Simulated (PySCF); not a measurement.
Below is a simulated gas-phase C 1s photoelectron spectrum of `CC[Se](=O)(=O)[C@@H](F)OC`.

Every computed line was given a Gaussian of 0.8 eV full width at half maximum and an area set by the number of equivalent atoms; the highest printed point is 100. Computed, not measured: delta-SCF UKS SCAN, pcX-2 on the ionised atom, pcseg-1 elsewhere, spin-free X2C (PySCF).

binding energy (eV), intensity and a bar:
```
    290.1          0 
    290.2          0 
    290.3          1 
    290.4          3 #
    290.5          6 ##
    290.6         11 ###
    290.7         19 ######
    290.8         31 #########
    290.9         46 ##############
    291.0         63 ###################
    291.1         80 ########################
    291.2         93 ############################
    291.3        100 ##############################
    291.4         99 ##############################
    291.5         90 ###########################
    291.6         75 ######################
    291.7         58 #################
    291.8         41 ############
    291.9         27 ########
    292.0         16 #####
    292.1         10 ###
    292.2          6 ##
    292.3          6 ##
    292.4          8 ##
    292.5         13 ####
    292.6         19 ######
    292.7         28 ########
    292.8         37 ###########
    292.9         45 #############
    293.0         50 ###############
    293.1         51 ###############
    293.2         48 ##############
    293.3         41 ############
    293.4         33 ##########
    293.5         24 #######
    293.6         16 #####
    293.7         10 ###
    293.8          6 ##
    293.9          5 #
    294.0          5 #
    294.1          8 ##
    294.2         12 ####
    294.3         19 ######
    294.4         28 ########
    294.5         37 ###########
    294.6         45 #############
    294.7         50 ###############
    294.8         51 ###############
    294.9         48 ##############
    295.0         42 ############
    295.1         33 ##########
    295.2         24 #######
    295.3         16 #####
    295.4         10 ###
    295.5          5 ##
    295.6          3 #
    295.7          1 
    295.8          1 
    295.9          0
```

**Question.** Count the maxima, the lines and the sites behind this envelope.

**Answer.** The curve has 3 maxima (at 291.3, 293.1 and 294.8 eV). Under it lie 4 lines from 4 inequivalent carbon sites. At this width some lines have no maximum of their own.

**Question.** Decompose the envelope and assign each component. Numbering: `[CH3:1][CH2:2][Se:3](=[O:4])(=[O:5])[C@@H:6]([F:7])[O:8][CH3:9]`.

**Answer.** 
```tsv
position (eV)	relative area	line	atoms	environment
291.26	1	C 1s	C1	methyl carbon
291.41	1	C 1s	C2	sp3 carbon bound to selenium
293.08	1	C 1s	C9	methoxy carbon
294.78	1	C 1s	C6	sp3 C–F carbon
```

**Question.** What are the centre and the root-mean-square width of the whole band?

**Answer.** The area-weighted mean of the lines is 292.63 eV. Their own spread about it is 1.43 eV (rms) and each Gaussian has σ = 0.8/2.355 = 0.34 eV; the variances add, which gives 1.47 eV.

Lowest listed C 1s: C1, bonded to C and 3 H. Highest, 3.52 eV above it: C6, bonded to F, O, Se and H.

No satellites, vibrations or lifetime broadening are included. Isolated species at its PBE0-D3(BJ)/def2-SVP geometry (one conformer only).

Shape of the structure used: `[CH3:1][CH2:2][Se:3](=[O:4])(=[O:5])[C@@H:6]([F:7])[O:8][CH3:9]`: C1–C2–Se3–O4 -67°, C2–Se3–C6–F7 -66°, Se3–C6–O8–C9 164°.
